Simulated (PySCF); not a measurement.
Problem. What does the PBE0-D3(BJ)/def2-SVP structure of `C#Cc1ccc([O-])cc1C` look like in three dimensions? (Charge -1.)

Solution. 
```xyz
17
C9H7O angstrom
C     -2.7050    2.6991    0.4403
C     -1.7388    1.9519    0.3655
C     -0.6255    1.0818    0.2777
C      0.6970    1.5914    0.2250
C      1.7988    0.7729    0.1361
C      1.6916   -0.6747    0.0886
O      2.6759   -1.4352    0.0040
C      0.3216   -1.1537    0.1481
C     -0.7866   -0.3357    0.2373
C     -2.1694   -0.9227    0.2919
H     -3.5484    3.3573    0.5053
H      0.8270    2.6788    0.2567
H      2.8092    1.1923    0.0964
H      0.1953   -2.2418    0.1171
H     -2.7903   -0.5656   -0.5469
H     -2.6977   -0.6204    1.2118
H     -2.1332   -2.0217    0.2556
```

Any rigid rotation of these coordinates is as good. Atoms count from 1 in this order. C9 (substituted aromatic carbon) is planar (angles 120.6°, 120.0° and 119.4°, sum 360.0°, 0.00 Å off the plane of its three neighbours). C4 (aromatic CH carbon) is planar (angles 122.4°, 119.8° and 117.8°, sum 360.0°, 0.00 Å off the plane of its three neighbours). C5 (aromatic CH carbon) is planar (angles 122.4°, 120.9° and 116.7°, sum 360.0°, 0.00 Å off the plane of its three neighbours). C8 (aromatic CH carbon) is planar (angles 124.4°, 119.9° and 115.8°, sum 360.0°, 0.00 Å off the plane of its three neighbours).

Bonds between heavy atoms (Å): C1≡C2 1.224, C2–C3 1.416, C3–C4 1.418, C4–C5 1.375, C5–C6 1.452, C6–O7 1.247, C6–C8 1.453, C8–C9 1.380, C9–C10 1.503, C3–C9 1.427.

Method used: PySCF 2.14.0, PBE0-D3(BJ)/def2-SVP geometry optimisation, gas phase.

Point group: Cs (every atom within 0.08 Å of its image). No PBE0-D3(BJ)/def2-SVP frequencies stand behind this structure, so it isn't proved a minimum. The geometry's basis has no diffuse functions, a weakness for an anion.

Time: 2.6 min wall, 2.2 min CPU. Hardware: Arm Neoverse N1, one thread, shared host. This is the geometry optimisation.
